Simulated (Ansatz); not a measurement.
# A barrier at the coupled-cluster level

Start structure (SnPNH₈, singlet), relaxed at PBE0-D4/def2-TZVP:

Sn1  (-0.947, -1.378, 0.679)
N2  (1.045, -0.948, 0.649)
H3  (-1.295, -2.856, 1.479)
H4  (-1.687, -0.083, 1.501)
H5  (-1.422, -1.472, -0.954)
H6  (0.685, 1.319, -0.678)
P7  (-0.246, 2.210, -1.277)
H8  (1.441, -0.862, 1.577)
H9  (1.588, -1.648, 0.159)
H10  (0.322, 3.361, -0.670)
H11  (0.516, 2.357, -2.466)
(Å)

The step: SnNH₅ ([NH2][SnH3]) + PH₃ → SnPH₅ ([PH2][SnH3]) + NH₃; bonds formed: Sn1–P7, N2–H6; bonds broken: Sn1–N2, H6–P7. Computed with Ansatz 0.2.0 (basis: def2-TZVPP and def2-QZVPP); correlated methods freeze the cores. Filled d shells of the heavier atoms are correlated. Core potentials replace the inner electrons of the atoms past krypton. The def2 sets are not built for correlating such inner shells, so the correlated values are less sure here. Extrapolation: Hartree–Fock as exp(−7.88 √X), correlation as X^−2.97. Energies below are by CCSD(T) at an estimated basis limit (MP2 extrapolated from triple and quadruple zeta, plus CCSD(T) − MP2 in triple zeta).

Question: What are the electronic barrier and the energy of the step, from the start structure to the end structure? (Judge from chemistry; the value comes from the calculation.)

Answer: Computed: Barrier 110.6 kJ/mol; step energy -58.9 kJ/mol (downhill); reverse barrier, their difference, 169.5 kJ/mol. Barrier and step energy count from the start structure, the reverse barrier from the end structure.

The saddle point: One imaginary mode of 689i cm⁻¹.
```csv
pair,start (Å),saddle (Å),end (Å)
Sn1–P7,4.15,3.32,2.50
N2–H6,2.65,1.19,1.01
Sn1–N2,2.04,2.14,3.16
H6–P7,1.42,1.93,3.22
```

Zero-point energy (harmonic, PBE0-D4): ZPE is 184.3 kJ/mol at the start and 182.2 kJ/mol at the saddle, so the barrier goes from 110.6 to 108.5 kJ/mol.

The T1 diagnostic stays at or below 0.014.

Labels in which every atom is bracketed show which atoms are joined, not bond orders.

For scale, one of the runs: CCSD(T)/def2-TZVPP, 235 basis functions, launched by `ansatz run in.yaml --threads 4 --pin off --events-out ev --progress --plain --max-ram 9574MiB`. The run took 2.3 min on 4 CPU threads of an Arm Neoverse V1 (shared host), with 4.5 GiB of host memory at its peak.
